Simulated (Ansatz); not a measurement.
Basis-set extrapolation for `N=C1N([SiH3])[SiH]1Cl` (PBE0-D4/def2-TZVP geometry, frozen core, the Gaussian-basis code of Ansatz). Multiplicity 1, RHF reference.

|  | def2-TZVPP | def2-QZVPP |
| --- | --- | --- |
| HF | -1187.167248 | -1187.205208 |
| MP2 correlation | -0.982766 | -1.058633 |
| CCSD(T) correlation | -1.079089 | not run |

Energies in hartree. Use E(X) = E(∞) + A·exp(−7.88·√X) for Hartree–Fock and E(X) = E(∞) + B·X^(−2.97) for correlation, with X = 3 and 4, and add CCSD(T) minus MP2 of the smaller set to the MP2 limit.

Task: What is the CCSD(T) energy at the basis-set limit?

Result: HF limit: -1187.205208 + (-0.037960) × 0.13774 = -1187.21044. MP2 limit: -1.058633 + (-0.075867) × 0.74074 = -1.11483. Higher-order term: -1.079089 − (-0.982766) = -0.09632. Total: -1188.42159 hartree, 110.0 kcal/mol below CCSD(T)/def2-TZVPP.
